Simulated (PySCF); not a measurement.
## Molecular orbitals of PtC

r²SCAN0 at R = 1.664 Å; basis Pt def2-TZVPP with ECP60, C def2-TZVPP; scalar-relativistic core potentials; PySCF 2.14. State: ¹Σ⁺ (singlet), closed shell. Only the outer orbitals are listed, counted within each symmetry, core potentials removing the inner ones.

```tsv
orbital	occ.	ε (eV)	on Pt (%)	main shells (%)
4σ	2	-18.61	31	64 C s, 22 Pt d
2π	2	-11.13	74	73 Pt d, 25 C p
2π	2	-11.13	74	73 Pt d, 25 C p
5σ	2	-10.60	45	43 Pt d, 29 C s, 26 C p
1δ	2	-8.82	100	100 Pt d
1δ	2	-8.82	100	100 Pt d
6σ	2	-6.96	79	68 Pt s, 20 C p, 10 Pt d
3π	0	-2.88	39	61 C p, 20 Pt d, 18 Pt p
3π	0	-2.88	39	61 C p, 20 Pt d, 18 Pt p
7σ	0	-1.39	70	30 Pt p, 29 C p, 25 Pt s
```

Problem. Which are the highest filled and the lowest empty level, where do they sit, and how wide is the gap?

Solution. Highest filled 6σ at -6.96 eV (in %: 68 Pt s, 20 C p, 10 Pt d); lowest empty 3π at -2.88 eV (in %: 61 C p, 20 Pt d, 18 Pt p); the gap at r²SCAN0 is 4.08 eV.

| Quantity | Value |
| --- | --- |
| bond order (Mayer) | 2.69 |
| ⟨S²⟩ | 0.000 |
| charge on Pt (Mulliken, basis-dependent) | 0.02 |
| charge on Pt (Löwdin, basis-dependent) | 0.20 |
| dipole moment (positive dipole means Pt(−)C(+)) | -1.33 D |

Spin–orbit coupling is left out.
